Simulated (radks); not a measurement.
Results of a calculation; reference values are marked as such.
Radial electron density D(r) = 4 pi r^2 rho(r) of an atom or ion with 63 electrons. Level of theory: scalar-relativistic Kohn-Sham, r2SCAN, spin-polarised, spherical densities, finite nucleus; meta-GGA in the generalised Kohn-Sham scheme; Fermi nuclear charge, rms radius of each element as measured or else 0.836 A^(1/3) + 0.57 fm (a radial shooting solver on a logarithmic mesh with Libxc functionals).

r (bohr)  D(r) (e/bohr)  spin D(r)
0.001729          9.325   0.000166
0.002029          11.93   0.000211
0.002362          14.98   0.000264
0.002772          18.90   0.000330
0.003227          23.37   0.000405
0.003787          28.92   0.000497
0.004409          35.02   0.000594
0.005173          42.24   0.000705
0.006023          49.71   0.000813
0.007068          57.91   0.000922
0.008228          65.61    0.00101
0.009656          73.00    0.00107
0.01124           78.70    0.00109
0.01319           82.62    0.00105
0.01536           83.94   0.000970
0.01802           82.77   0.000852
0.02098           79.80   0.000751
0.02462           76.15   0.000716
0.02866           74.05   0.000798
0.03363           75.35   0.000990
0.03916           81.04    0.00112
0.04595           91.11   0.000791
0.05349           101.9  -0.000526
0.06277           109.9   -0.00348
0.07308           110.7   -0.00736
0.08576           103.5   -0.00964
0.09984           92.57   -0.00270
0.1172            83.97     0.0303
0.1364            83.93      0.113
0.1601            91.47      0.297
0.1863            97.74      0.617
0.2187            93.40       1.17
0.2546            76.82       1.96
0.2987            54.93       3.09
0.3478            41.65       4.39
0.4081            40.64       5.85
0.4751            45.93       6.98
0.5575            47.43       7.60
0.6491            40.94       7.51
0.7617            29.66       6.80
0.8867            20.28       5.79
1.041             14.42       4.55
1.211             11.61       3.33
1.422             9.376       2.15
1.655             7.002       1.26
1.942             4.473      0.629
2.261             2.591      0.309
2.653             1.411      0.161
3.089            0.9103     0.0958
3.625            0.7085     0.0504
4.22             0.5848     0.0145
4.952            0.4282    -0.0125
5.765            0.2685    -0.0215
6.765            0.1320    -0.0176
7.876           0.05304   -0.00996
9.242           0.01542   -0.00395
10.76          0.003601   -0.00130
12.63         0.0005654  -0.000259

What is the nuclear charge?

Answer. Z = 63. The innermost maximum, from 1s, lies near gamma/Z bohr with gamma = sqrt(1 - (Z/c)^2) = 0.888, here 0.0141 bohr (found: 0.0155), and its height grows with Z. The density is that of neutral europium in [Xe] 4f7 6s2; the configuration itself is not fixed sharply by these data, and Z only to a few units. D(r) has 4 maxima, at r = 0.0155, 0.0691, 0.192, 0.531 bohr, and minima at 0.0296, 0.127, 0.380 bohr, inside which lie 1.94, 11.19, 29.24 electrons.
